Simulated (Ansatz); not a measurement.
Consider the cleavage of the Si–Sb bond: `C=[N][SbH][SiH2]O` + `[NH2][ZnH]` → `O[SiH2][NH][ZnH]` + `C=[N][SbH2]`.

Program: Ansatz. Geometries: PBE0-D4/def2-TZVP. ΔE: electronic, gas phase. CCSD(T)/CBS is the MP2 limit (def2-TZVPP, def2-QZVPP) plus CCSD(T) − MP2 in def2-TZVPP, frozen cores. Functionals use def2-TZVPP. B3LYP here is the variant with VWN-RPA as its local correlation; programs differ in this. Elements past krypton have def2 core potentials. For Sb, Zn outer-core shells are correlated without core-valence functions, which leaves a few kJ/mol of doubt a bond. Scalar relativity is left out up to krypton. Each species was taken in one conformer, which may not be the lowest.

```csv
level,ΔE (kcal/mol),difference from CCSD(T)/CBS
PBE-D4,-12.2,4.5
r2SCAN-D4,-16.6,0.1
PBE0-D4,-14.5,2.2
ωB97X-V,-17.4,-0.7
ωB97M-V,-18.0,-1.3
B2PLYP,-17.2,-0.5
PBE,-12.6,4.1
r2SCAN,-16.8,-0.1
PBE0,-15.0,1.7
B3LYP,-16.3,0.4
CCSD/def2-TZVPP,-19.0,-2.3
CCSD(T)/def2-TZVPP,-18.3,-1.6
HF/def2-QZVPP,-22.6,-5.9
HF/CBS(def2),-22.6,-5.9
MP2/CBS(def2),-15.9,0.8
CCSD/CBS(def2),-17.3,-0.6
CCSD(T)/CBS,-16.7,0
```

Largest T1 diagnostic among the species: 0.016.

In def2-TZVPP, CCSD(T) changes the Hartree–Fock value by +4.1 kcal/mol (the triples alone add +0.7 kcal/mol) and MP2 by +4.9 kcal/mol. From PBE to PBE0 (25 % exact exchange), in def2-TZVPP and without D4, ΔE moves by −2.4 kcal/mol.
